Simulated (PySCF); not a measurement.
**Exercise with solution: entropy of an ideal gas**

BCl₂, SMILES Cl[B+]Cl, charge +1.

Coordinates come from a PBE-D3(BJ)/def2-TZVP optimisation.

PBE-D3(BJ)/def2-TZVP in PySCF gives the harmonic wavenumbers 316, 316, 551, 1454 cm⁻¹ and the rotational temperature 0.1305 K. The molar mass is 81.71 g/mol, the symmetry number 2, the spin multiplicity 1.

Work out the entropy at 298.15 K and 1 atm in the rigid-rotor, harmonic-oscillator model.


Translation (Sackur–Tetrode at 1 atm): S = R[1.5 ln M + 2.5 ln T − 1.16487] = 163.7 J/(mol K).
Rotation: q = T/(σ θ) = 1140, S = R[ln q + 1] = 66.9 J/(mol K).
Vibration: with u = 1.4388 ν/T, each mode gives R[u/(e^u − 1) − ln(1 − e^−u)]:
```json
[
 {"ν (cm⁻¹)": "316", "modes": "2", "u": "1.52", "S (J/(mol K))": "11.14"},
 {"ν (cm⁻¹)": "551", "modes": "1", "u": "2.66", "S (J/(mol K))": "2.27"},
 {"ν (cm⁻¹)": "1454", "modes": "1", "u": "7.02", "S (J/(mol K))": "0.06"}
]
```
These are all the modes. Sum 13.5 J/(mol K).
Spin: R ln 1 = 0.0 J/(mol K).
Total 244.0 J/(mol K); the program's own thermochemistry gives 244.0. Translation makes up 67 % and vibration 6 %. Anharmonicity, hindered rotation and orbital degeneracy are left out.
